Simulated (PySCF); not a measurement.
**Energy of O²⁺ (oxygen, charge +2) between two integer charges**

The 2p alpha orbital of [He] 2s2 2p2 is emptied in steps (occupation f), with all orbitals relaxed, ending at [He] 2s2 2p1. Calculation: PySCF 2.14, in aug-cc-pVTZ; the non-relativistic Hamiltonian (point nucleus). The exact energy is a straight line in f; departures are measured from the line between the end points of the same method.

```csv
f,UHF (eV),LDA (eV),PBE (eV),PBE0 (eV),r2SCAN (eV),LC-wPBE (eV),BHandHLYP (eV),wB97X (eV),r2SCAN0 (eV),B3LYP (eV)
1,0.000,0.000,0.000,0.000,0.000,0.000,0.000,0.000,0.000,0.000
0.9,0.105,-0.940,-0.918,-0.666,-0.851,-0.432,-0.415,-0.432,-0.616,-0.720
0.7,0.240,-2.201,-2.143,-1.551,-1.971,-1.005,-0.965,-1.001,-1.426,-1.677
0.5,0.280,-2.625,-2.548,-1.841,-2.323,-1.190,-1.143,-1.179,-1.679,-1.991
0.3,0.231,-2.207,-2.133,-1.539,-1.923,-0.989,-0.954,-0.972,-1.390,-1.664
0.1,0.098,-0.944,-0.908,-0.654,-0.808,-0.416,-0.405,-0.403,-0.583,-0.707
0,0.000,0.000,0.000,0.000,0.000,0.000,0.000,0.000,0.000,0.000
```

For LDA, how does the orbital energy at f = 1 compare with the removal energy?

−ε = 44.961 eV against a total-energy difference of 55.387 eV. By Janak's theorem ε = ∂E/∂f, so the gap between them reflects the curvature. Along the path −ε is 47.013 (f = 0.9), 51.167 (f = 0.7), 55.369 (f = 0.5), 59.593 (f = 0.3), 63.794 (f = 0.1) eV.

```csv
method,E(f=0) − E(f=1) (eV),−ε at f=1 (eV),−ε at f=0.5 (eV)
UHF,54.584,55.757,54.559
LDA,55.387,44.961,55.369
PBE,55.238,45.045,55.268
PBE0,55.275,47.877,55.311
r2SCAN,55.576,46.104,55.717
LC-wPBE,55.436,50.640,55.482
BHandHLYP,55.281,50.668,55.314
wB97X,55.081,50.278,55.166
r2SCAN0,55.520,48.653,55.628
B3LYP,55.423,47.424,55.463
```

Reference removal energy between the ground levels: 54.936 eV (semi-empirical (NIST evaluation); NIST Atomic Spectra Database, ionization energies). The calculation has no spin-orbit coupling. UHF lacks correlation.
